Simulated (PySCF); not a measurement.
Compound: B2ClFH2O.
Geometry (PBE0-D3(BJ)/def2-SVP, Å), atoms numbered from 1 in this order:
```
atom  x, y, z in Å
B1     0.7672   -0.1980    0.0002
O2    -0.5686   -0.1756    0.1129
B3    -1.8928   -0.1764    0.2061
F4    -2.5091    0.8295    0.7948
Cl5   -2.8501   -1.4975   -0.4410
H6     1.2686    0.2903   -0.9847
H7     1.4110   -0.7007    0.8907
```

Computed, not measured: TDDFT CAM-B3LYP/def2-SVPD, vertical, gas phase, core orbitals frozen in the response in PySCF 2.14.0, density-fitted response routines.

Transition dipole moments from the ground state, in atomic units and in the frame of the coordinates above (overall signs are arbitrary), for the states with f of 0.002 or more among the lowest 10:

```json
{"state": "S3", "E (hartree)": "0.3033", "μx": "-0.033", "μy": "0.219", "μz": "-0.414"}
{"state": "S4", "E (hartree)": "0.3036", "μx": "0.471", "μy": "0.138", "μz": "0.015"}
{"state": "S5", "E (hartree)": "0.3098", "μx": "1.141", "μy": "0.407", "μz": "0.141"}
{"state": "S6", "E (hartree)": "0.3160", "μx": "-0.645", "μy": "0.120", "μz": "0.104"}
{"state": "S9", "E (hartree)": "0.3406", "μx": "-0.388", "μy": "0.389", "μz": "0.223"}
{"state": "S10", "E (hartree)": "0.3427", "μx": "0.024", "μy": "-0.261", "μz": "0.524"}
```

(1) Work out the oscillator strengths.

(2) What is the point group, and which symmetry does each of these states have?

(3) What angle do the transition dipoles of S6 and S9 make?

(4) What peak molar absorption coefficient would the strongest computed level give as a lone Gaussian band 0.5 eV wide at half height?

## Answers

(1) f = (2/3) ΔE |μ|² with ΔE in hartree (27.2114 eV).

```csv
state,|μ|² (au),|μ| (D),f
S3,0.220,1.19,0.045
S4,0.241,1.25,0.049
S5,1.488,3.10,0.307
S6,0.441,1.69,0.093
S9,0.351,1.51,0.080
S10,0.343,1.49,0.078
```

(2) Cs. Polarised normal to the mirror plane, so A″: S3 and S10. Polarised in the mirror plane, so A′: S4, S5, S6 and S9.

(3) |cos θ| = |μa·μb| / (|μa| |μb|) = 0.81, so θ ≈ 36° (taken between 0 and 90°, since the signs are arbitrary).

(4) ε(max) = 2.175×10⁸ f / FWHM, with the width in cm⁻¹. S5: 2.175×10⁸ × 0.3073 / 4033 ≈ 17000 L mol⁻¹ cm⁻¹.

All these states lie below the vertical ionisation energy of 11.61 eV (ΔSCF).

Hardware: Arm Neoverse V2, one thread (shared host). Cost: 56 s wall.
